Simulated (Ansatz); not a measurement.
Steps of a relaxation of AlB2H5O (`B[O][AlH][BH2]`) with RKS PBE-D4/def2-SVP.

```sh
$ ansatz run in.yaml --threads 2 --pin off --events-out ev --progress --plain --max-ram 4352MiB
```

```yaml
crystal:
  periodic: [false, false, false]
  atoms:
    - {symbol: B, position_ang: [-0.315900, 1.583000, -1.067700]}
    - {symbol: O, position_ang: [0.817900, 1.303300, -0.290400]}
    - {symbol: Al, position_ang: [0.755300, -0.519200, -0.115200]}
    - {symbol: B, position_ang: [-0.120600, -1.363100, 1.498000]}
    - {symbol: H, position_ang: [-0.289200, 1.689300, -2.274900]}
    - {symbol: H, position_ang: [-1.382600, 1.906500, -0.540600]}
    - {symbol: H, position_ang: [1.536500, -1.446100, -1.178400]}
    - {symbol: H, position_ang: [-0.182700, -2.531400, 1.614500]}
    - {symbol: H, position_ang: [-0.730400, -0.668700, 2.337500]}
basis:
  gaussian: {orbitals: def2-SVP}
hamiltonian: {xc: pbe, dispersion: d4}
relax: {f_tol: 0.03, max_steps: 200}
```

Positions (Å) and forces (eV/Å) along the path, 14 of 18 steps:

```xyz
9
step=1 energy=-10064.1612 eV
B    -0.316    1.583   -1.068    0.995    1.339    1.075
O     0.818    1.303   -0.290   -1.818   -1.496   -1.225
Al    0.755   -0.519   -0.115    1.519    1.055   -0.913
B    -0.121   -1.363    1.498   -1.307    0.953    1.381
H    -0.289    1.689   -2.275    0.269   -0.332   -0.390
H    -1.383    1.907   -0.541    0.030   -0.312    0.200
H     1.536   -1.446   -1.178   -0.054    0.297   -0.109
H    -0.183   -2.531    1.615   -0.003   -1.035    0.254
H    -0.730   -0.669    2.337    0.369   -0.469   -0.274
9
step=5 energy=-10064.8277 eV
B    -0.419    1.727   -1.165    0.013    0.637   -0.025
O     0.556    1.029   -0.533   -0.398   -0.327   -0.245
Al    0.866   -0.644   -0.127   -0.014   -0.058    0.239
B    -0.165   -1.463    1.591    0.132   -0.082   -0.121
H    -0.340    1.947   -2.381   -0.006   -0.163    0.170
H    -1.376    2.225   -0.542    0.278   -0.257   -0.055
H     1.869   -1.461   -1.067    0.074    0.105   -0.022
H    -0.296   -2.674    1.749   -0.056    0.199   -0.008
H    -0.608   -0.732    2.458   -0.023   -0.053    0.065
9
step=6 energy=-10064.9181 eV
B    -0.446    1.771   -1.201    0.046    0.166    0.166
O     0.442    0.908   -0.634   -0.655    0.283   -0.386
Al    0.858   -0.697   -0.122    0.225   -0.236    0.108
B    -0.158   -1.496    1.610    0.030   -0.115   -0.100
H    -0.371    2.025   -2.409    0.025   -0.108    0.187
H    -1.345    2.335   -0.533    0.443   -0.299   -0.122
H     2.006   -1.438   -0.991   -0.122    0.157    0.145
H    -0.357   -2.700    1.762   -0.025    0.243   -0.013
H    -0.542   -0.754    2.500    0.034   -0.091    0.014
9
step=7 energy=-10064.9870 eV
B    -0.465    1.795   -1.234   -0.573    0.535   -0.028
O     0.309    0.819   -0.746    0.265   -0.857    0.315
Al    0.861   -0.726   -0.105    0.067    0.317   -0.294
B    -0.151   -1.521    1.614   -0.061   -0.056    0.102
H    -0.390    2.076   -2.432   -0.021    0.015    0.090
H    -1.286    2.406   -0.504    0.448   -0.254   -0.241
H     2.104   -1.401   -0.908   -0.202    0.205    0.203
H    -0.417   -2.713    1.760    0.000    0.236   -0.059
H    -0.476   -0.781    2.538    0.077   -0.141   -0.088
9
step=8 energy=-10065.0205 eV
B    -0.496    1.789   -1.269    0.255   -0.507    0.704
O     0.199    0.682   -0.832   -0.766    1.128   -0.472
Al    0.859   -0.737   -0.098    0.208   -0.211   -0.120
B    -0.148   -1.531    1.608   -0.090   -0.047    0.299
H    -0.415    2.123   -2.449   -0.033   -0.095    0.090
H    -1.207    2.469   -0.470    0.502   -0.473   -0.405
H     2.186   -1.330   -0.821   -0.175    0.160    0.184
H    -0.486   -2.707    1.740    0.009    0.249   -0.074
H    -0.403   -0.805    2.574    0.089   -0.204   -0.206
9
step=10 energy=-10065.1662 eV
B    -0.501    1.762   -1.301   -0.124    0.105    0.125
O     0.111    0.658   -0.835    0.007    0.055   -0.174
Al    0.872   -0.689   -0.056    0.048   -0.040    0.023
B    -0.171   -1.554    1.583   -0.041   -0.098    0.097
H    -0.722    1.903   -2.507    0.028   -0.105    0.180
H    -0.855    2.625   -0.489    0.108   -0.049   -0.178
H     2.309   -1.118   -0.630   -0.057    0.085    0.044
H    -0.713   -2.650    1.552   -0.004    0.094   -0.024
H    -0.241   -0.984    2.665    0.034   -0.046   -0.092
9
step=11 energy=-10065.1793 eV
B    -0.540    1.737   -1.299    0.439    0.593    0.090
O     0.092    0.653   -0.822   -0.143   -0.137    0.017
Al    0.878   -0.672   -0.026    0.071   -0.026   -0.024
B    -0.166   -1.592    1.581   -0.173    0.005   -0.087
H    -0.829    1.804   -2.495   -0.188   -0.105    0.201
H    -0.690    2.719   -0.539   -0.107   -0.373   -0.302
H     2.340   -1.015   -0.580   -0.010    0.042    0.026
H    -0.790   -2.641    1.494    0.079    0.088    0.042
H    -0.206   -1.039    2.669    0.033   -0.089    0.037
9
step=12 energy=-10065.2269 eV
B    -0.509    1.752   -1.317    0.038   -0.002    0.003
O     0.092    0.657   -0.818    0.011   -0.008    0.059
Al    0.896   -0.642    0.005   -0.074    0.032    0.010
B    -0.187   -1.597    1.575    0.005   -0.013   -0.015
H    -0.996    1.708   -2.441   -0.034    0.004    0.039
H    -0.552    2.777   -0.641    0.007   -0.037   -0.060
H     2.375   -0.932   -0.525    0.009   -0.009    0.028
H    -0.856   -2.609    1.427    0.021    0.045   -0.018
H    -0.174   -1.162    2.718    0.018   -0.013   -0.046
9
step=13 energy=-10065.2386 eV
B    -0.508    1.755   -1.319   -0.007    0.023   -0.015
O     0.105    0.697   -0.766    0.031   -0.030    0.025
Al    0.903   -0.618    0.031   -0.042    0.019    0.007
B    -0.190   -1.607    1.563    0.006   -0.004   -0.002
H    -1.102    1.622   -2.383   -0.010   -0.008    0.012
H    -0.466    2.841   -0.751    0.006   -0.001   -0.014
H     2.387   -0.915   -0.480    0.018    0.005   -0.006
H    -0.886   -2.589    1.364   -0.003    0.005   -0.004
H    -0.154   -1.233    2.724    0.000   -0.008   -0.004
9
step=14 energy=-10065.2320 eV rejected
B    -0.492    1.750   -1.329    0.022   -0.146    0.238
O     0.133    0.709   -0.750   -0.170    0.175   -0.066
Al    0.897   -0.611    0.060    0.218    0.058   -0.169
B    -0.200   -1.620    1.558   -0.034   -0.028    0.074
H    -1.166    1.567   -2.325   -0.053   -0.022   -0.178
H    -0.405    2.858   -0.821    0.047    0.087    0.001
H     2.388   -0.842   -0.475   -0.008   -0.094    0.077
H    -0.932   -2.568    1.338   -0.022   -0.040   -0.026
H    -0.134   -1.290    2.728    0.000    0.009    0.049
9
step=15 energy=-10065.2404 eV
B    -0.508    1.757   -1.320   -0.002    0.008   -0.004
O     0.111    0.710   -0.750    0.009   -0.005    0.007
Al    0.906   -0.610    0.041   -0.008    0.005    0.002
B    -0.191   -1.611    1.561    0.000   -0.005    0.001
H    -1.135    1.594   -2.360   -0.005   -0.005    0.006
H    -0.438    2.860   -0.790    0.004    0.000   -0.009
H     2.391   -0.904   -0.472    0.001    0.003    0.000
H    -0.898   -2.582    1.344    0.001    0.004   -0.002
H    -0.149   -1.260    2.729    0.000   -0.005   -0.001
9
step=16 energy=-10065.2413 eV
B    -0.508    1.759   -1.321    0.020    0.000   -0.014
O     0.119    0.730   -0.727   -0.026    0.039   -0.020
Al    0.908   -0.597    0.055    0.012   -0.012    0.006
B    -0.194   -1.616    1.559    0.015    0.001    0.020
H    -1.177    1.557   -2.330    0.014    0.009    0.036
H    -0.400    2.886   -0.848   -0.012   -0.033   -0.012
H     2.393   -0.892   -0.460   -0.011    0.002    0.002
H    -0.910   -2.573    1.317   -0.007   -0.005   -0.003
H    -0.144   -1.300    2.737   -0.004   -0.001   -0.014
9
step=17 energy=-10065.2398 eV rejected
B    -0.499    1.761   -1.328   -0.124    0.008    0.117
O     0.125    0.737   -0.724    0.033    0.015   -0.044
Al    0.911   -0.594    0.056    0.016   -0.026    0.015
B    -0.188   -1.618    1.560   -0.043    0.035   -0.023
H    -1.190    1.550   -2.318    0.055    0.005   -0.023
H    -0.405    2.890   -0.853    0.042   -0.033   -0.050
H     2.394   -0.903   -0.456   -0.007    0.016   -0.010
H    -0.910   -2.570    1.310    0.016   -0.009    0.008
H    -0.150   -1.299    2.736    0.012   -0.012    0.010
9
step=18 energy=-10065.2414 eV
B    -0.506    1.760   -1.322   -0.003    0.004   -0.002
O     0.118    0.731   -0.725    0.001    0.001   -0.001
Al    0.908   -0.596    0.056    0.002   -0.003    0.000
B    -0.192   -1.617    1.561   -0.001   -0.002    0.003
H    -1.177    1.557   -2.328    0.001    0.000    0.001
H    -0.400    2.886   -0.851    0.000   -0.001    0.000
H     2.391   -0.893   -0.462   -0.001    0.001    0.001
H    -0.907   -2.575    1.317    0.001    0.000    0.000
H    -0.147   -1.299    2.737    0.000    0.000    0.000
```

Hardware: 2 threads of an Arm Neoverse V2 on a shared host. Wall time 19 s, peak host memory 0.12 GiB.
